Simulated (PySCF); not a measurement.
## Vertical excitation energies

Compound: C7H11F.
Numbering: `[CH2:1]=[CH:2][C@H:3]([F:4])/[CH:5]=[CH:6]/[CH2:7][CH3:8]` (hydrogens: H9, H10 on C1; H11 on C2; H12 on C3; H13 on C5; H14 on C6; H15, H16 on C7; H17, H18, H19 on C8)

Method: TDDFT PBE0/def2-SVPD, vertical, gas phase, core orbitals frozen in the response (PySCF 2.14.0, density-fitted response routines). Isolated species at its GFN2-xTB geometry (one conformer only). Torsions of this conformer, `[CH2:1]=[CH:2][C@H:3]([F:4])/[CH:5]=[CH:6]/[CH2:7][CH3:8]`: C1–C2–C3–F4 9°, C2–C3–C5–C6 -103°, C5–C6–C7–C8 121°.

Question: List the vertical singlet excitations with oscillator strengths and describe the spectrum.

Answer: 

```csv
state,E (eV),ν̃ (cm⁻¹),f,|μ| (D),"main configurations (H = HOMO, L = LUMO)"
S1,6.36,51310,0.383,3.98,H→L (89%)
S2,6.64,53530,0.030,1.09,"H-1→L (77%), H→L+1 (17%)"
S3,7.20,58040,0.015,0.75,"H→L+2 (67%), H→L+1 (14%), H→L+3 (10%)"
S4,7.40,59680,0.064,1.52,"H→L+3 (34%), H→L+1 (24%), H→L+2 (21%)"
S5,7.48,60320,0.018,0.80,"H→L+4 (58%), H-1→L+2 (12%), H-1→L+3 (12%)"
S6,7.53,60750,0.256,3.00,"H-1→L+1 (32%), H→L+3 (29%), H→L+1 (20%)"
```

Triplets (Tamm–Dancoff): T1 4.29 eV, H→L (76%), H-1→L+1 (14%); T2 4.50 eV, H-1→L (57%), H→L+1 (28%).

The lowest singlet lies at 6.36 eV (195 nm, vacuum ultraviolet) and is strong; its leading configuration is HOMO→LUMO (89%). The lowest level is also the most intense of those listed (f = 0.383). Löwdin shares by element: HOMO carbon 78% or more (atoms not listed hold the other 22%); LUMO carbon 68% or more (atoms not listed hold the other 31%). Of the 6 states listed, 6 reach f = 0.01 and none stays under 0.0005. The listed states span 1.17 eV, and the widest gap between neighbours is 0.56 eV (S2 to S3). Weighted by f, the mean energy of these states is 6.89 eV. The window holds the lowest 6 singlets.
